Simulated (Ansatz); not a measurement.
CH5ClGeSe, SMILES `Cl[CH2][GeH2][SeH]` at its PBE0-D4/def2-TZVP geometry, where that method's forces vanish. Total charge 0; spin multiplicity 1.

```xyz
9

Cl   -1.3538    0.8207    1.8830
C    -1.1569   -0.2541    0.4830
Ge    0.2833    0.3918   -0.6921
Se    2.3561    0.3097    0.4160
H    -0.9314   -1.2525    0.8553
H    -2.1047   -0.2812   -0.0555
H     0.3390   -0.4857   -1.9557
H     0.0291    1.8644   -1.0355
H     2.5392   -1.1131    0.1017
```

What forces (eV/Å) does B3LYP-D4/def2-TZVPP give on these atoms in the Gaussian-basis code of Ansatz? (Estimate.)

The calculation gave: 
```
Cl1 -0.065  0.242  0.341
C2  -0.140 -0.335 -0.192
Ge3 -0.064  0.060 -0.242
Se4  0.218  0.036  0.128
H5  -0.022  0.064 -0.043
H6   0.071 -0.015  0.033
H7  -0.009  0.000 -0.014
H8  -0.008  0.000 -0.007
H9   0.020 -0.052 -0.004
```

B3LYP here is the variant with VWN-RPA as its local correlation; programs differ in this.
